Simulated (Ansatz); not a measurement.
A structure relaxed at r2SCAN-D4/def2-SVP in Ansatz, charge -1, singlet:

Cartesian coordinates in Å:
```
Sb 3.865 0.798 -3.499
Sb -3.486 1.992 -3.186
Sb -3.999 -1.998 -0.317
Sb 3.555 -3.035 -1.213
Sb -0.200 -4.297 0.198
Sb -0.201 -0.616 -2.300
Sb 1.541 3.119 -0.673
Sb -2.349 1.900 1.124
Sb 1.726 -0.553 1.999
Sb -2.245 -2.039 3.428
Sb -0.205 2.080 4.941
In -1.040 1.092 -4.427
In 2.267 -1.631 -3.267
In 3.820 3.472 -2.422
In -1.691 -2.936 -1.805
In -3.999 3.368 -0.693
In -3.945 -0.219 1.966
In 2.223 -5.543 -0.765
In 4.202 -0.913 0.608
In 0.405 -2.941 2.620
In 0.073 0.776 0.156
In -2.027 3.664 3.355
In 2.391 0.955 4.331
H 5.476 0.281 -3.302
H 4.016 1.039 -5.187
H -4.486 2.723 -4.369
H -4.420 0.564 -3.110
H -4.889 -3.384 0.142
H -5.182 -1.424 -1.404
H 5.015 -3.445 -2.008
H -1.230 -5.570 0.700
H 0.325 4.179 -1.227
H 1.849 3.984 0.765
H -3.201 -3.437 3.666
H -2.269 -1.575 5.070
H -1.144 0.762 5.487
H -0.117 2.806 6.490
H -1.466 0.183 -5.839
H 0.047 2.450 -4.408
H 2.130 -2.265 -4.881
H 3.305 4.530 -3.691
H 5.203 3.656 -1.404
H -2.254 -3.944 -3.100
H -5.661 3.053 -0.295
H -3.324 4.949 -0.926
H -5.512 -0.077 2.692
H 1.898 -6.274 -2.303
H 2.945 -6.355 0.587
H 5.450 -1.380 1.716
H 4.324 0.490 -0.434
H 0.994 -3.985 3.874
H -1.108 5.044 2.852
H -3.530 3.739 4.220
H 3.349 2.316 3.845
H 2.785 -0.127 5.627
```

Question: Give its formula.

Answer: In₁₂Sb₁₁H₃₂⁻, a nanocrystal cut from zinc blende InSb (hydrogen-capped).

Question: Summarise the bond lengths by kind (pairs closer than 1.2 times the sum of covalent radii, bridged metal pairs left out).

Answer: 30 × In–Sb 2.78 to 2.92 Å; 18 × H–In 1.73 to 1.75 Å; 14 × H–Sb 1.70 to 1.71 Å.

In the def2 sets In, Sb take a core potential; there is no spin–orbit coupling. Single mean-field runs in def2-SVP are fitted with def2-universal-jkfit.
